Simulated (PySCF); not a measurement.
## revPBE on Rh+ (rhodium, charge +1)

Configuration: [Kr] 4d7 5p1, one real determinant (an excited configuration). Calculation: PySCF 2.14, in aug-cc-pVTZ-PP with one added diffuse shell each of s, p, d, f, g type with ECP28MDF (7s7p6d4f3g, 113 functions); a scalar-relativistic core potential.

```
Total energy                                                  : -109.6460 hartree
One-electron energy                                           : -185.5375 hartree
Hartree (Coulomb) energy                                      : 86.9280 hartree
Exchange-correlation energy                                   : -11.0365 hartree
⟨S²⟩                                                          : 6.0013
⟨L²⟩                                                          : 13.782
Sum of ⟨r⟩                                                    : 22.46 bohr
Sum of ⟨r²⟩                                                   : 42.58 bohr²
Traceless quadrupole moment −½Σ⟨3z² − r²⟩ along its main axis : -5.71 e·bohr²
```

| shell | electrons | mean orbital energy (hartree) | spread (hartree) | rms radius, mean of both spins (bohr) |
| --- | --- | --- | --- | --- |
| 4s α | 1 | -3.56254 | 0 | 1.05 |
| 4s β | 1 | -3.47318 | 0 | 1.05 |
| 4p α | 3 | -2.37267 | 0.01323 | 1.16 |
| 4p β | 3 | -2.28023 | 0.01067 | 1.16 |
| 4d α | 5 | -0.68831 | 0.03976 | 1.61 |
| 4d β | 2 | -0.61944 | 0.01102 | 1.61 |
| 5p α | 1 | -0.31030 | 0 | 3.76 |

⟨L²⟩ = 13.78 against 20 for a pure G term, so this real determinant mixes terms. Energies and moments cover only the electrons outside the core potential.
